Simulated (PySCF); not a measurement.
## Deuteron quadrupole couplings in `C=C(C)[PH2+]c1cccc(F)c1`

C₉H₁₁FP (charge +1).
Cartesian coordinates in Å at the GFN2-xTB level; atoms count from 1:
```
atom  x, y, z in Å
C1     1.5503   -0.3728    1.7611
C2     2.0952   -0.0936    0.5819
C3     3.5503    0.0916    0.2938
P4     1.0503    0.0935   -0.8792
C5    -0.7185    0.0503   -0.6032
C6    -1.4453   -1.1081   -0.8796
C7    -2.8112   -1.1236   -0.6499
C8    -3.4540   -0.0029   -0.1513
C9    -2.7125    1.1394    0.1200
F10   -3.3223    2.2212    0.5975
C11   -1.3456    1.1883   -0.0957
H12    0.4862   -0.4865    1.8948
H13    2.1600   -0.4974    2.6409
H14    4.1467   -0.1671    1.1642
H15    3.7604    1.1293    0.0315
H16    3.8651   -0.5338   -0.5424
H17    1.3956    1.2744   -1.5017
H18    1.3824   -0.8827   -1.7929
H19   -0.9468   -1.9820   -1.2738
H20   -3.3809   -2.0136   -0.8654
H21   -4.5179    0.0013    0.0258
H22   -0.7978    2.0939    0.1227
```

Level: PBE0/pcSseg-1 (PySCF, non-relativistic); Q(2H) = 0.00286 b; rigid geometry, the same for H and D, with no vibrational averaging.

Question: Rank these positions by the coupling χzz of a deuteron there, largest first.
A. H14 (methyl hydrogen)
B. H16 (methyl hydrogen)
C. H12 (vinylic hydrogen)
D. H18 (P–H hydrogen)

Answer: C (216 kHz), A (208 kHz), B (203 kHz), D (134 kHz).

Question: Tabulate Vzz, the asymmetry η and χzz = 234.96 MHz × Q × Vzz for every hydrogen position.

Answer: 
```tsv
atom	bonded to	bond length (Å)	Vzz (au)	η	χzz (kHz)
H12	C1	1.079	0.3219	0.04	216
H13	C1	1.078	0.3251	0.03	218
H14	C3	1.086	0.3099	0.05	208
H15	C3	1.091	0.3027	0.05	203
H16	C3	1.091	0.3027	0.06	203
H17	P4	1.379	0.1982	0.02	133
H18	P4	1.378	0.1997	0.03	134
H19	C6	1.081	0.3190	0.09	214
H20	C7	1.079	0.3209	0.06	216
H21	C8	1.079	0.3206	0.05	215
H22	C11	1.081	0.3183	0.09	214
```

Question: Average by the element that carries the hydrogen.

Answer: on C: 212 kHz over 9 positions, mean bond length 1.082 Å; on P: 134 kHz over 2 positions, mean bond length 1.378 Å.

Question: How does χzz go with the bond length over the 9 C–H bonds?

Answer: A straight-line fit has a slope of -10.6 kHz for each 0.01 Å, with a correlation coefficient of -0.99, over lengths from 1.078 to 1.091 Å. The longer bonds have the smaller couplings here.

Question: A static deuteron (I = 1) shows a doublet split by (3/2)χ, (3/4)χ(1 + η) and (3/4)χ(1 − η) with the field along z, y and x of the gradient. What are these for H21?

Answer: With |χ| = 215.5 kHz and η = 0.055: 323, 170 and 153 kHz, to first order and without motion.

The structure is a single GFN2-xTB conformer in the gas phase; no vibrational or solvent corrections. GFN2-xTB bond lengths can be off by several hundredths of an ångström, more for odd bonds, and the gradients follow them. A larger basis could move these couplings by a tenth or more.
